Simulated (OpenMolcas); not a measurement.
# B I: thermal populations, the spin-orbit constant, worked from levels

* Program: OpenMolcas 26.06
* Basis: ANO-RCC-VQZP [5s4p3d2f1g]
* Scalar Hamiltonian: DKH2, point nucleus
* Active space: 3 electrons in 8 orbitals (2s 2p 3s 3p)
* State averaging: 2S+1 = 4 odd, 1 root (0 in the spin-orbit step); 2S+1 = 2 odd, 3 roots; 2S+1 = 4 even, 3 roots; 2S+1 = 2 even, 5 roots
* Spin-orbit coupling: state interaction with AMFI integrals over the reference wave functions, term energies averaged over their components

Methods: CASSCF; SS-CASPT2, IPEA 0.25 Eh, imaginary shift 0.1 Eh (closed shells correlated: 1s). Measured levels: NIST Handbook of Basic Atomic Spectroscopic Data.

**Thermal populations.** Z = Σ (2J + 1) exp(-E/kT) with k = 0.695035 cm-1/K, over the levels below. No other level of either list lies under 40000 cm-1, which is above 7 kT at each temperature.

| Level | 2J + 1 | SS-CASPT2 | measured |
| --- | --- | --- | --- |
| 2s2 2p 2P* 1/2 | 2 | 0.0 | 0.0 |
| 2s2 2p 2P* 3/2 | 4 | 12.9 | 15.3 |
| 2s 2p2 4P 1/2 | 2 | 28060 | 28870 |
| 2s 2p2 4P 3/2 | 4 | 28060 | 28875 |
| 2s 2p2 4P 5/2 | 6 | 28070 | 28881 |

| T (K) | Z, SS-CASPT2 | Z, measured levels | Ground level (%), SS-CASPT2 | Ground level (%), measured levels |
| --- | --- | --- | --- | --- |
| 3000 | 5.975 | 5.971 | 33.5 | 33.5 |
| 5000 | 5.989 | 5.985 | 33.4 | 33.4 |
| 8000 | 6.068 | 6.056 | 33.0 | 33.0 |

At 8000 K, kT = 5560 cm-1, and the computed levels give Z = 2.000 + 3.991 + 0.013 + 0.026 + 0.039 = 6.068.

**The spin-orbit constant.** For the Hund term 2P* of p1, E(J) = (A/2) J(J+1) + constant and ζ = 2S·A = A. From J = 1/2 to J = 3/2 the energy changes by 1.5 A.

```csv
Source,E(3/2) - E(1/2),A,ζ
CASSCF,12.9,8.6,9
SS-CASPT2,12.9,8.6,9
measured,15.3,10.2,10
```

All in cm-1. SS-CASPT2 is off by -15.7 % and CASSCF by -15.7 %. Both methods take the spin-orbit matrix elements from the reference wave functions, so the second can move ζ only through the term energies and any multistate remixing.

Active for correlation alone: 3p 3s; no level in the range computed is led by a configuration that fills them, so any true level of that kind is missing. Without dynamic correlation excited terms often stand tens of per cent too high (terms of higher spin than the ground term too low), and those without a measured partner can miss by more than the paired ones (holds for CASSCF). Computed and measured levels are paired by configuration, term and J; levels that our copy of the source lacks, or whose pairing is in doubt (as where it misses far off the trend of its configuration), stay unpaired and out of the deviations. Only configurations of the active space appear.

* marks odd parity.
